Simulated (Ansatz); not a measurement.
Problem. Name a neutral molecule of C, S, Si and H with HOMO–LUMO gap (B3LYP/def2-TZVPP) between 5.80 and 6.10 eV and LUMO energy (B3LYP/def2-TZVPP) between -0.85 and -0.55 eV (Ansatz, PBE0-D4/def2-TZVP geometry).

Solution. `C=CS[SiH3]` (5.93 eV, -0.60 eV). Other molecules can fit too; these were computed, each in one conformer that needn't be the lowest.

B3LYP here is the variant with VWN-RPA as its local correlation; programs differ in this.
